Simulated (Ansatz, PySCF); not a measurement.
C2H7Al, triplet, at a GFN2-xTB geometry (such geometries of metal compounds can be far from the true shape) (a higher spin typed on purpose: for a closed-shell molecule this is an excited state). Base run: HF/cc-pVDZ in PySCF.

Here is a job for PySCF.
```python
from pyscf import gto, scf

mol = gto.M(
    atom='''
Al    0.409585   -0.183141   -0.805116
C    -0.580976   -1.242085    0.751100
H    -0.376977   -2.265415    0.446223
H    -1.649395   -1.049269    0.748684
H    -0.150664   -1.050988    1.728693
C    -0.156995    1.518209    0.338901
H     0.325002    2.304755   -0.236247
H     0.240653    1.496650    1.348250
H    -1.233952    1.655441    0.344786
H     1.948551   -0.367078   -0.453892
''',
    basis='cc-pvdz',
    charge=0,
    spin=2,
    verbose=4,
)

mf = scf.UHF(mol)
mf.kernel()
```

The same geometry, method and basis name were run in Ansatz (an electronic-structure program) and PySCF, at each program's defaults and at the settings that a row names. The base is PySCF at its defaults. Differences at the defaults can come from grids, fitting, cores and function types together.

```csv
code and settings,ΔE vs base (µEh),basis functions,E (Eh),SCF cycles,dipole (D)
"PySCF, defaults (exact integrals, spherical functions)",0.0,81,-321.61116,11,2.17
"Ansatz, defaults (factorised integrals, spherical functions)",3.0,81,-321.61116,-,-
"PySCF, density fitting with def2-universal-jkfit",-4.4,81,-321.61116,11,2.17
"Ansatz, high accuracy",0.0,81,-321.61116,-,-
```

Open shells are given as the SCF converged; they aren't shown to be the lowest states, and a large step between rows can be another state.
